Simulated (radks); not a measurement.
Spherical quantum dot in the effective-mass picture: electrons in a well V = -V0 / (1 + exp((r - R)/a)) with V0 = 9.42, R = 3.7, a = 0.16, with a point charge +2 (a donor) at the centre, all in effective atomic units (hartree* = m*/eps^2 hartree, bohr* = eps/m* bohr), one dielectric constant everywhere. Method: non-relativistic Kohn-Sham, exchange-only LDA, spin-polarised, spherical densities; computed with a radial shooting solver with Libxc functionals. Levels are named by radial order and angular momentum (1s, 1p, 1d, 2s, ...), and open shells are averaged over m. Results are scaled to m* = 0.034 and eps = 17, for which hartree* = 3.201 meV and bohr* = 26.46 nm.

N = 14, configuration 1s2 1p6 1d(up 4, down 0) 2s2. This is the lowest configuration that the search found. Occupied and some empty levels:

| level | occupation | eigenvalue (meV) | <r> (nm) |
|---|---|---|---|
| 1s up | 1 | -16.344 | 45.45 |
| 1s down | 1 | -16.182 | 41.99 |
| 1p up | 3 | -15.166 | 65.88 |
| 1p down | 3 | -14.877 | 65.55 |
| 2s up | 1 | -14.529 | 45.84 |
| 2s down | 1 | -14.365 | 48.80 |
| 1d up | 4 | -14.001 | 69.77 |
| 1d down | 0 | -13.699 | 69.70 |
| 1f up | 0 | -12.502 | 72.60 |
| 1f down | 0 | -12.196 | 72.61 |
| 1g up | 0 | -10.692 | 74.91 |
| 2p up | 0 | -10.654 | 52.26 |
| 2p down | 0 | -10.487 | 52.11 |
| 1g down | 0 | -10.386 | 74.97 |

Energy (meV): total -323.582, kinetic 39.260, external -468.45, Hartree 121.23, exchange-correlation -15.621.
